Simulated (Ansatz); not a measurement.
```yaml
crystal:
  periodic: [false, false, false]
  atoms:
    - {symbol: Ga, position_ang: [0.675298, -1.218999, 0.554766]}
    - {symbol: Ga, position_ang: [-0.674667, 1.218531, -0.556562]}
    - {symbol: Se, position_ang: [1.612765, 0.943295, 0.109882]}
    - {symbol: Se, position_ang: [-1.699953, 3.068607, -1.394790]}
    - {symbol: Se, position_ang: [1.697646, -3.066371, 1.402526]}
    - {symbol: Se, position_ang: [-1.611089, -0.945043, -0.115822]}
basis:
  gaussian: {orbitals: aug-pcseg-2}
total_charge: -2
hamiltonian: {xc: {name: revPBE0}, dispersion: d4}
scf: {lower_state_search: off}
```

```sh
$ ansatz run in.yaml --threads 4 --pin off --events-out ev --progress --plain --max-ram 4787MiB
```

Shortened log:

```
Functional definition: revPBE0
2760 factors; their error is unknown
mean field evaluation 1: about -366139.3515 eV, gradient 4.1e1 eV
mean field evaluation 2: about -366128.9520 eV, gradient 7.2e1 eV
mean field evaluation 4: about -366142.6410 eV, gradient 2.5e0 eV
mean field evaluation 8: about -366142.6571 eV, gradient 3.5e-2 eV
mean field evaluation 16: about -366144.5377 eV, gradient 1.1e-4 eV
mean field -366144.53772858 eV, -13455.5635798438 hartree, gradient 6.5e-6 eV, S^2 0.000000; 0 other end points of the search recorded, 0 dependent functions left out
reference -366144.53778162 eV, -13455.5635817932 hartree; 100, 100 occupied and 254, 254 virtual orbitals, 2760 factors
Total energy: -366145.49066325 eV, -13455.5985995472 hartree
Checks for a lower state left out: stability, starts, cluster_reference, orbital_swaps, neighbouring_geometries, increment
```

Hardware: 4 threads of Intel Xeon 6975P-C on a shared host. Wall time 10 s, peak host memory 1.8 GiB.

A multiply charged anion in the gas phase is held together partly by the finite basis.
